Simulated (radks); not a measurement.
The gadolinium ion Gd+ inside a hard spherical wall (all orbitals vanish at R), configuration held at [Xe] 4f7 5d1 6s1 and not refilled when levels cross. Calculated with a radial shooting solver on a logarithmic mesh with Libxc functionals: scalar-relativistic Kohn-Sham, PBE, spin-unpolarised, spherical densities, point nucleus. Eigenvalues in eV, with the zero of energy where the potential of the charges vanishes at infinity; a dash marks a level that is unbound or too diffuse for the functional's potential to be trusted. A positive occupied level is held by the wall or, in an anion where self-interaction has pushed it up, behind a barrier. The pressure on the wall is -dE/dV.

R (bohr)  E (hartree)  kinetic (hartree)    e(5p)    e(4f)   e(6s)   e(5d)  e(6p, empty)  e(7s, empty)  pressure (GPa)
free      -11270.8756          12103.750  -33.596  -15.030  -9.276  -8.404        -5.733             -               0
20        -11270.8756          12103.750  -33.596  -15.030  -9.276  -8.404        -5.733             -        < 0.0001
15        -11270.8756          12103.750  -33.596  -15.030  -9.276  -8.404        -5.732        -2.807        < 0.0001
12        -11270.8756          12103.750  -33.594  -15.028  -9.274  -8.402        -5.722        -2.469        0.000423
8         -11270.8718          12103.785  -33.425  -14.854  -9.094  -8.250        -5.227         1.162           0.175
7         -11270.8626          12103.847  -33.169  -14.587  -8.756  -8.007        -4.521         4.436           0.739
6         -11270.8336          12104.006  -32.626  -14.009  -7.843  -7.441        -2.861        10.714            3.18
4         -11270.4013          12105.875  -29.107   -9.976   2.327  -2.615        12.207        53.256            93.6
3.5       -11269.9078          12107.982  -26.423   -6.820  11.759   1.454        24.653        83.185             280
2.5       -11265.3499          12126.295   -8.196   12.165  73.919  27.731        98.147        238.02            4140
1.5       -11211.9062          12301.856   143.86   111.76  482.85  214.70        534.43        1032.2          176000
